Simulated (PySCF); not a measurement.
BiCl2 (SMILES [Cl][Bi][Cl]), doublet, geometry from GFN2-xTB (such geometries of metal compounds can be far from the true shape) (the spin is typed, not shown lowest) (core potentials on Bi); DF-WB97X/def2-SVPD (PySCF).

PySCF was given this input:
```python
from pyscf import gto, scf, dft

mol = gto.M(
    atom='''
Bi    0.31935808   -0.02910973    0.37116121
Cl    0.59421202    0.41454246   -2.06120785
Cl   -2.15343088   -0.27241847    0.24906782
''',
    basis='def2-svpd',
    ecp={'Bi': 'def2-svpd'},
    spin=1,
    verbose=4,
)

mf = dft.UKS(mol)
mf.xc = 'wb97x'
mf = mf.density_fit(auxbasis='def2-universal-jkfit')
mf.kernel()
```

What the program printed (banner, timings and long lists left out):

```
PySCF version 2.14.0

[INPUT] verbose = 4
[INPUT] num. atoms = 3
[INPUT] num. electrons = 57
[INPUT] charge = 0
[INPUT] spin (= nelec alpha-beta = 2S) = 1
[INPUT] symmetry False subgroup None
[INPUT] Mole.unit = angstrom
[INPUT] Symbol           X                Y                Z      unit          X                Y                Z       unit  Magmom
[INPUT]  1 Bi     0.319358080000  -0.029109730000   0.371161210000 AA    0.603499306867  -0.055009417260   0.701393034962 Bohr   0.0
[INPUT]  2 Cl     0.594212020000   0.414542460000  -2.061207850000 AA    1.122897977725   0.783371716403  -3.895118322304 Bohr   0.0
[INPUT]  3 Cl    -2.153430880000  -0.272418470000   0.249067820000 AA   -4.069394591381  -0.514796299573   0.470669966242 Bohr   0.0

nuclear repulsion = 208.185392685627
number of shells = 34
number of NR pGTOs = 157
number of NR cGTOs = 86
basis = def2-svpd
ecp = {'Bi': 'def2-svpd'}

******** <class 'pyscf.df.df_jk.DFUKS'> ********
method = DFUKS
initial guess = minao
damping factor = 0
level_shift factor = 0
DIIS = <class 'pyscf.scf.diis.CDIIS'>
diis_start_cycle = 1
diis_space = 8
diis_damp = 0
SCF conv_tol = 1e-09
SCF conv_tol_grad = None
SCF max_cycles = 50
direct_scf = False
number electrons alpha = 29  beta = 28
XC library pyscf.dft.libxc version 7.1.2
    S. Lehtola, C. Steigemann, M. J. T. Oliveira, and M. A. L. Marques,  SoftwareX 7, 1–5 (2018)
XC functionals = wb97x
    J.-D. Chai and M. Head-Gordon,  J. Chem. Phys. 128, 084106 (2008)
radial grids:
    Treutler-Ahlrichs [JCP 102, 346 (1995); DOI:10.1063/1.469408] (M4) radial grids

becke partition: Becke, JCP 88, 2547 (1988); DOI:10.1063/1.454033
pruning grids: <function nwchem_prune>
grids dens level: 3
symmetrized grids: False
atomic radii adjust function: <function treutler_atomic_radii_adjust>
small_rho_cutoff = 0
Set gradient conv threshold to 3.16228e-05
tot grids = 61208
******** <class 'pyscf.df.df.DF'> ********
auxbasis = def2-universal-jkfit
Create RSH-DF object <pyscf.df.df.DF object> for omega=0.3
******** <class 'pyscf.df.df.DF'> ********
auxbasis = auxmol.basis = def2-universal-jkfit
init E= -1107.91140804712

cycle= 1 E= -1133.81212617024  delta_E= -25.9  |g|=  1.3  |ddm|= 9.18
cycle= 2 E= -1134.28057487679  delta_E= -0.468  |g|= 1.08  |ddm|= 4.16
cycle= 3 E= -1134.8583941179  delta_E= -0.578  |g|= 0.0767  |ddm|=  1.4
cycle= 4 E= -1134.86332438173  delta_E= -0.00493  |g|= 0.0281  |ddm|= 0.187
cycle= 5 E= -1134.8641351674  delta_E= -0.000811  |g|= 0.00843  |ddm|= 0.0535
cycle= 6 E= -1134.86434017953  delta_E= -0.000205  |g|= 0.00335  |ddm|= 0.0286
cycle= 7 E= -1134.8643729073  delta_E= -3.27e-05  |g|= 0.00125  |ddm|= 0.0115
cycle= 8 E= -1134.86437775669  delta_E= -4.85e-06  |g|= 0.000389  |ddm|= 0.00488
cycle= 9 E= -1134.8643781981  delta_E= -4.41e-07  |g|= 0.000113  |ddm|= 0.00154
cycle= 10 E= -1134.86437824224  delta_E= -4.41e-08  |g|= 4.84e-05  |ddm|= 0.00051
cycle= 11 E= -1134.86437825038  delta_E= -8.14e-09  |g|= 2.37e-05  |ddm|= 0.000208
cycle= 12 E= -1134.86437825272  delta_E= -2.34e-09  |g|= 7.4e-06  |ddm|= 0.000141
cycle= 13 E= -1134.86437825292  delta_E= -2.01e-10  |g|= 1.23e-06  |ddm|= 4.73e-05
Extra cycle  E= -1134.86437825294  delta_E= -1.46e-11  |g|= 6.78e-07  |ddm|= 4.05e-06
converged SCF energy = -1134.86437825294  <S^2> = 0.75236951  2S+1 = 2.0023681
```
